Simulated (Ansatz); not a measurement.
Ideal-gas functions of `C[S][SnH]([F])[Cl]` at 600 K and 1 bar, from an Ansatz frequency run at PBE0-D4/def2-TZVP.

Molar mass 221.27 g/mol, point group C1 (symmetry number 1), electronic degeneracy 1, moments of inertia 234.526, 371.684, 459.839 u Å². Harmonic wavenumbers (cm⁻¹, unscaled): 37, 98, 115, 146, 155, 207, 371, 388, 542, 552, 623, 715, 978, 987, 1351, 1466, 1477, 1993, 3072, 3167, 3174.

Use S(trans) = R[1.5 ln M + 2.5 ln T − 1.1517]; rotational temperatures θ = 24.2544 K / I; S(rot) = R[ln(√π/σ · √(T³/θAθBθC)) + 1.5]; for each mode x = 1.438777 ν̃/T, S = R[x/(eˣ − 1) − ln(1 − e⁻ˣ)] and H = RT x/(eˣ − 1); 1 cm⁻¹ = 0.0119627 kJ/mol; R = 8.31446 J/(mol·K).

By hand: the entropy, in J/(mol·K).

Translation 190.7. Rotation: θ = 0.1034, 0.0653, 0.0527 K, giving 130.0. Vibration, mode by mode: 28.46, 20.37, 19.05, 17.08, 16.59, 14.22, 9.56, 9.21, 6.70, 6.56, 5.71, 4.78, 2.90, 2.86, 1.43, 1.15, 1.12, 0.41, 0.04, 0.04, 0.04, in all 168.3. Electronic 0.0. Sum 489.0 J/(mol·K).

By hand: H − E and G − E in kJ/mol, counted from the electronic energy.

Zero-point energy ½ × 21614 × 0.0119627 = 129.3; thermal vibration 45.1; translation, rotation and pV give 4 RT = 20.0. H − E = 194.4 kJ/mol, and G − E = 194.4 − 600 × 489.0/1000 = -99.0 kJ/mol.

Vibration gives 34 % of the entropy, 85.0 J/(mol·K) of it from the modes under 150 cm⁻¹: soft modes count most, and the harmonic formula is weakest for them. The sum counts one conformer and one mirror image; others add a mixing term.
